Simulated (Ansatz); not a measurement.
A made-up structure of B₂H₃Br, singlet:

B1  (-0.251, 0.015, -0.845)
B2  (0.676, 1.281, 1.675)
Br3  (0.172, -0.301, 0.713)
H4  (-1.376, 0.297, -1.143)
H5  (0.564, 0.032, -1.724)
H6  (0.226, -1.597, 1.487)
(Å)

It is relaxed with PBE-D4/def2-SVP and then PBE0-D4/def2-TZVP (Ansatz 0.2.0). Atoms count as bonded within 1.22 times the sum of their covalent radii (H–H: 0.88 Å). The end point is not checked to be a true minimum.

Q: Does its bonding change? (A judgement: the text doesn't fix the answer.)

A: Computed: Yes. Formed: B1–B2; broken: B1–Br3.

Where it ends: The first stage lowers the energy by 5.31 eV in 26 steps. It ends as B₂H₃Br ([BH2][B][BrH]):
```xyz
6
angstrom
B -0.1868 0.7177 -0.9501
B -0.1365 -0.6303 -0.1687
Br 0.1460 -1.7258 1.2718
H -1.2078 1.3423 -1.0191
H 0.7538 1.0753 -1.6021
H 0.6426 -1.0520 2.6313
```

Labels in which every atom is bracketed show which atoms are joined, not bond orders.

For scale, one of the runs: PBE0-D4/def2-TZVP relaxation, 128 basis functions, launched by `ansatz run in.yaml --threads 2 --pin off --events-out ev --progress --plain --max-ram 4352MiB`. The run took about 40 s on 2 CPU threads of an Intel Xeon Platinum 8259CL (shared host).
